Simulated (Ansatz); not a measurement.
Geometry optimisation, Ansatz, RKS PBE0-D4/def2-SVP.

input.yaml

```yaml
crystal:
  periodic: [false, false, false]
  atoms:
    - { symbol: Si, position_ang: [0.2396, 1.2028, 0.2166] }
    - { symbol: "N", position_ang: [-0.3922, -0.3856, 0.3266] }
    - { symbol: C, position_ang: [-0.0268, -1.3743, -0.5274] }
    - { symbol: S, position_ang: [-0.5164, -2.9104, -0.343] }
    - { symbol: H, position_ang: [-0.1724, 1.7678, -1.1462] }
    - { symbol: H, position_ang: [-0.4531, 2.0528, 1.2766] }
    - { symbol: H, position_ang: [1.6883, 1.2373, 0.3741] }
    - { symbol: H, position_ang: [-1.0113, -0.5688, 1.0579] }
    - { symbol: H, position_ang: [0.7328, -1.0679, -1.2522] }
basis:
  gaussian: { orbitals: def2-SVP }
hamiltonian:
  xc: pbe0
  dispersion: d4
relax:
  f_tol: 0.02
  max_steps: 50
```

Launched with:

```bash
$ ansatz run input.yaml --threads 2 --pin off --max-ram 3072MiB --backend cpu --events-out ev --progress --plain --runs-dir out
```

Problem. Where does it end, and by what steps?

Solution. It converged. After 6 steps the energy has fallen by 0.236 eV; H7 moved furthest, 0.14 Å.

```json
{"step": "0", "energy less start (eV)": "0.0000", "largest force component (eV/Å)": "2.175", "accepted": "yes"}
{"step": "1", "energy less start (eV)": "-0.0227", "largest force component (eV/Å)": "1.634", "accepted": "yes"}
{"step": "2", "energy less start (eV)": "0.0552", "largest force component (eV/Å)": "2.200", "accepted": "no"}
{"step": "3", "energy less start (eV)": "-0.2138", "largest force component (eV/Å)": "0.602", "accepted": "yes"}
{"step": "4", "energy less start (eV)": "-0.2340", "largest force component (eV/Å)": "0.145", "accepted": "yes"}
{"step": "5", "energy less start (eV)": "-0.2359", "largest force component (eV/Å)": "0.035", "accepted": "yes"}
{"step": "6", "energy less start (eV)": "-0.2362", "largest force component (eV/Å)": "0.020", "accepted": "yes"}
```

```xyz
9
Properties=species:S:1:pos:R:3
Si 0.234 1.281 0.197
N -0.344 -0.388 0.332
C -0.037 -1.414 -0.492
S -0.565 -2.953 -0.352
H -0.071 1.814 -1.161
H -0.504 2.034 1.248
H 1.705 1.359 0.433
H -0.965 -0.657 1.094
H 0.636 -1.121 -1.318
```

Run time: 16 s on 2 threads of Arm Neoverse V2 (shared host), peak memory 0.17 GiB.
